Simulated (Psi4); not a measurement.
I₂Sn, singlet, at a GFN2-xTB geometry (such geometries of metal compounds can be far from the true shape) (all electrons, no relativity).

The Psi4 input:
```
memory 2 GB

molecule mol {
0 1
  Sn   -0.000853   -0.003955    1.154732
  I     1.086715   -1.845360   -0.550210
  I    -1.085910    1.849092   -0.539160
}

set basis sto-3g
set reference rks
set scf_type pk

energy('wb97x')
print_variables()
```

Task: What does this run give for the number of basis functions, total energy, dipole moment?

Result: 
- number of basis functions = 81
- total energy = -19671.6246 Eh
- dipole moment = 2.55 D
